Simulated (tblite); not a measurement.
Run record: tight-binding relaxation, `[Se]=[P@H](c1ccccn1)C`.

Computed with GFN2-xTB geometry optimisation, gas phase (tblite 0.8.0). Start geometry: from a force field or distance geometry. The input is one job of a driver script: a line of settings, then coordinates in Å.

Command:
```bash
OMP_NUM_THREADS=1 python probes_run.py task.json out
```

Input:
```
{"job": {"kind": "relax", "xc": "GFN2-xTB", "basis": "xTB"}, "charge": 0, "multiplicity": 1}
C      2.619200    -0.782800    -0.207900
P      1.668200     0.748800    -0.109300
Se     2.693700     1.894500     1.363200
C     -0.083000     0.500200     0.112800
C     -0.512400    -0.741000     0.598300
C     -1.880900    -0.958300     0.768000
C     -2.773600     0.054700     0.475800
C     -2.297400     1.271800     0.017000
N     -0.991900     1.451000    -0.150500
H      3.601400    -0.675100     0.300800
H      2.140500    -1.661800     0.250800
H      2.744800    -1.061700    -1.288100
H      1.890700     1.447100    -1.311800
H      0.190700    -1.533800     0.817800
H     -2.179700    -1.919400     1.139700
H     -3.842000    -0.074300     0.616700
H     -2.995300     2.052200    -0.209800
```

Output:
```
step      E/eV     max force
  0    -694.75219    2.595
  1    -694.95012    0.916
  2    -694.99831    0.638
  3    -695.03403    0.666
  4    -695.07924    0.559
  5    -695.10257    0.425
  6    -695.11649    0.350
  7    -695.12948    0.416
  8    -695.14805    0.391
  9    -695.17063    0.427
... (148 lines left out)
158    -695.41257    0.035
159    -695.41269    0.032
160    -695.41283    0.030
161    -695.41290    0.022
162    -695.41297    0.025
163    -695.41304    0.023
164    -695.41310    0.020
165    -695.41313    0.015
166    -695.41315    0.011
167    -695.41316    0.009
```

«max force» is the largest atomic force in eV/Å.

**Question.** From which step on does the largest force stay under 0.1 eV/Å, and how much energy is left to gain from there?

**Answer.** From step 148 (0.068 eV/Å), 4.6 meV above the end.

Main results: energy lowered by 15.2 kcal/mol over 167 steps; largest atomic force 0.009 eV/Å at the end.

**Question.** Give the final coordinates.

**Answer.** 1.314 Å rms from the input after alignment:
```
atom  x, y, z in Å
C1     2.4585   -0.2622   -0.9702
P2     1.8060    0.4723    0.5700
Se3    2.7194   -0.1253    2.3408
C4     0.0073    0.2043    0.4845
C5    -0.7112   -0.4110    1.4961
C6    -2.0795   -0.5519    1.3228
C7    -2.6539   -0.0753    0.1550
C8    -1.8359    0.5262   -0.7936
N9    -0.5332    0.6651   -0.6363
H10    3.4896    0.0664   -1.0992
H11    2.4455   -1.3480   -0.8677
H12    1.8474    0.0461   -1.8162
H13    1.8715    1.8347    0.2685
H14   -0.1997   -0.7573    2.3824
H15   -2.6838   -1.0214    2.0853
H16   -3.7147   -0.1654   -0.0195
H17   -2.2402    0.9145   -1.7194
```

On AMD EPYC 7R43, one thread, shared host with 256 logical CPUs at a one-minute load of 128, this took 2.5 s of wall time.
Labels such as C1 count atoms from 1, the log's own numbers from 0.
